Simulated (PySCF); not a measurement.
C₃H₄FNSi. Atoms are numbered in the order given.

```xyz
10

N      1.3947    -0.8739     2.3408
C      1.3105    -1.0631     1.2014
C      1.1645    -1.2548    -0.2235
C      0.2959    -0.5187    -0.9343
Si    -0.8011     0.8102    -0.1833
F     -1.7265     1.3746    -1.3996
H      1.7987    -2.0254    -0.6749
H      0.2337    -0.7120    -2.0126
H     -1.6850     0.2317     0.8578
H      0.0185     1.9285     0.3448
```
Charge 0, spin multiplicity 1.

Geometry optimised at ωB97X-D3(BJ)/def2-SVP. The structure was generated by enumeration; whether it is a known compound was not checked. One conformer was computed; it need not be the lowest.

The numbers are results of PBE/pcSseg-1 in PySCF, not measurements.

GIAO shieldings, no solvent; atoms alike by connectivity are averaged. δ = σ(ref) − σ: ¹⁵N against NH3 (σ = 267.0 ppm); ¹³C against TMS (σ = 182.0 ppm); ²⁹Si against TMS (σ = 335.4 ppm); ¹⁹F against CFCl3 (σ = 133.6 ppm); ¹H against TMS (σ = 31.49 ppm), references at their B3LYP-D3(BJ)/def2-TZVP geometries, non-relativistic.

```
nucleus    atoms  count  δ (ppm)
-------  -------  -----  -------
¹⁵N           N1      1    330.7
¹³C           C4      1    160.9
¹³C           C3      1    124.4
¹³C           C2      1    121.4
²⁹Si         Si5      1     -2.6
¹⁹F           F6      1   -254.7
¹H            H8      1     7.27
¹H            H7      1     6.29
¹H       H9, H10      2     6.03
```
